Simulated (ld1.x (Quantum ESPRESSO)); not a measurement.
## potassium (K), PAW: configuration errors across variants

ld1.x (Quantum ESPRESSO) 7.5 input, shortened:

```
&input
   title='K', zed=19., rel=1, dft='WC', iswitch=3,
   config='[Ar] 3d0.5 4s0.5 4p0'
 /
 &inputp
   pseudotype=3, lpaw=.true., tm=.true., lloc=-1, rcloc=3.45,
   nlcc=.false.,
   which_augfun='PSQ', rmatch_augfun_nc=.true.
 /
6
3S  1  0   2.00   0.00  1.70  1.85  0.0
4S  2  0   0.50   0.00  1.70  1.85  0.0
3P  2  1   6.00   0.00  2.00  2.60  0.0
4P  3  1   0.00   0.00  2.00  2.60  0.0
3D  3  2   0.50   0.00  3.50  4.55  0.0
3D  3  2   0.00   0.80  3.50  4.55  0.0
 &test
   configts(1)='3s2 3p6 3d0.5 4s0.5 4p0'
 /
```

All-electron excitation energies from the reference (eV): (1) 3s2 3p6 3d0 4s1 4p0 -1.194; (2) 3s2 3p6 3d0 4s0 4p0 2.979; (3) 3s2 3p6 3d0 4s0.5 4p0 0.395; (4) 3s2 3p6 3d1 4s0 4p0 1.172; (5) 3s2 3p6 3d0 4s0 4p1 0.284.

The default core radius of the base comes out at 0.66 bohr.

The overlap operator is not positive definite (basis up to 400 Ry) in “local potential all-electron potential smoothed inside 2.04 bohr (lloc = -1)”. Such files are unfit for use, however small their errors in these radial tests.

Tests that are not counted but printed errors over 1 eV. “all radii but the core radius scaled by about 0.96 (s 1.78, p 2.50, d 4.38 bohr, rcut 1.64/1.92/3.36); local potential all-electron potential smoothed inside 3.32 bohr (lloc = -1)”: 3s2 3p6 3d1 4s0 4p0 (solver errors, printed error -580 eV). “local potential all-electron potential smoothed inside 2.04 bohr (lloc = -1)”: 3s2 3p5 3d0 4s1 4p0 (solver errors, printed error -455 eV); 3s1 3p6 3d0 4s1 4p0 (solver errors, printed error -482 eV). “core correction a·sin(br)/r model core inside 0.76 bohr”: 3s2 3p6 3d1 4s0 4p0 (pseudo-atom not self-consistent, printed error +7.1 eV). “wave 3d channel at 0.8 Ry: rcut 3.50, rcutus 4.55 bohr becomes 3d channel at -0.05 Ry: rcut 3.50, rcutus 4.55 bohr”: 3s2 3p6 3d1 4s0 4p0 (solver errors, printed error -569 eV). “type ultrasoft; local potential all-electron potential smoothed inside 3.30 bohr (lloc = -2); core correction none”: 3s2 3p6 3d1 4s0 4p0 (solver errors, printed error -590 eV).

3 further variants failed, have other tests or another functional or relativity, and are left out.

Errors AE − PS in meV (a dash: test not solved or not reliable):

```tsv
change	(1)	(2)	(3)	(4)	(5)	bound ghosts
base	+0.1	0.0	+0.1	-0.7	+0.2	none
all radii but the core radius scaled by about 0.96 (s 1.78, p 2.50, d 4.38 bohr, rcut 1.64/1.92/3.36); local potential all-electron potential smoothed inside 3.32 bohr (lloc = -1)	+0.1	0.0	+0.1	–	+0.1	none
local potential all-electron potential smoothed inside 2.04 bohr (lloc = -1)	+0.1	+0.2	+0.1	-0.3	-0.7	not determined (overlap not positive)
waves 3d (bound): rcut 2.72, rcutus 2.88 bohr; 3d channel at 0.8 Ry: rcut 2.72, rcutus 2.88 bohr	+0.1	0.0	+0.1	-0.2	+0.2	none
core correction a·sin(br)/r model core inside 0.76 bohr	+0.1	+0.1	+0.1	–	+0.3	none
waves 3s (bound): rcut 1.70, rcutus 2.68 bohr; 4s (bound): rcut 1.70, rcutus 2.68 bohr	+0.3	+0.5	+0.1	–	–	none
wave 3d channel at 0.8 Ry: rcut 3.50, rcutus 4.55 bohr becomes 3d channel at -0.05 Ry: rcut 3.50, rcutus 4.55 bohr	+0.1	0.0	+0.1	–	+0.2	none
type ultrasoft; local potential all-electron potential smoothed inside 3.30 bohr (lloc = -2); core correction none	0.0	+0.5	+0.2	–	-8.6	none
augmentation BG, radius 1.90 bohr	+1.0	+1.0	+1.1	–	–	none
```

Task: Give the same row for: waves 3p (bound): rcut 2.00, rcutus 2.14 bohr; 4p (bound): rcut 2.00, rcutus 2.14 bohr.

Result: +0.1, +0.1, +0.1, -0.7, +0.1; bound ghosts: none.
